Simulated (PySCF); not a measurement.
Species: C3H12N2OSi2.
Numbering: `[CH3:1][CH:2]([CH3:3])[O:4][SiH:5]1[NH:6][SiH2:7][NH:8]1`

Cartesian coordinates in Å at the GFN2-xTB level; atoms count from 1:
```xyz
20
C3H12N2OSi2 angstrom
C     -2.7373   -0.8876   -0.2685
C     -1.5470   -0.1059   -0.8151
C     -1.6694    1.3833   -0.5125
O     -0.3807   -0.6309   -0.2427
Si     1.1372   -0.2752   -0.6265
N      2.2191   -1.3592    0.1782
Si     3.2062   -0.1273    0.8867
N      1.9804    0.9457    0.2780
H     -3.6596   -0.5414   -0.7272
H     -2.6110   -1.9463   -0.4782
H     -2.7991   -0.7529    0.8081
H     -1.4891   -0.2440   -1.9059
H     -0.8152    1.9112   -0.9281
H     -1.6787    1.5369    0.5635
H     -2.5842    1.7841   -0.9414
H      1.3225   -0.1474   -2.0729
H      2.3538   -2.3455    0.0752
H      4.5023    0.0230    0.2294
H      3.2716   -0.1563    2.3421
H      1.9731    1.9462    0.2126
```

Definitions: NICS(0) = −σiso at the ring centroid; NICS(1) = −σiso and NICS(1)zz = −σzz at ±1 Å along the ring normal z. Level: GIAO PBE0/pcSseg-1 (PySCF, non-relativistic, gas phase) on the GFN2-xTB geometry, one conformer.

Ring bond lengths (Å), with Mayer bond orders in brackets: Si5–N6 1.730 (0.96), N6–Si7 1.730 (0.98), Si7–N8 1.739 (0.97), N8–Si5 1.738 (0.93).

What do the NICS probes read (ppm)?

```
         ring                                                        type  NICS(0)  NICS(1), two faces  NICS(1)zz, two faces  rms pucker (Å)  centre to ring atoms, mean (Å)
Si5–N6–Si7–N8  4-membered ring with 2 N and 2 Si; formal bonds all single     -9.3         -2.7 / -1.9            -2.2 / 0.6            0.06                            1.22
```

What can be read from them?

- Si5–N6–Si7–N8: mean NICS(1)zz -0.8 ppm, near zero. Si5, Si7 have four or more neighbours, and the NICS criterion for π rings isn't applied. NICS(0) lies 7 ppm below the mean NICS(1).

At the first NICS(1) probe listed for ring Si5–N6–Si7–N8, 1 Å off the ring, how large is the induced field along the normal in 14.1 T applied along it?

NICSzz × B0 = -2.2 ppm × 14.1 T = -31 μT, against the applied field.

On Intel Xeon, one thread (shared host), this took 58 s wall, 51 s CPU and 0.99 GiB of memory at its peak. This is the whole shielding run at PBE0/pcSseg-1, SCF included.
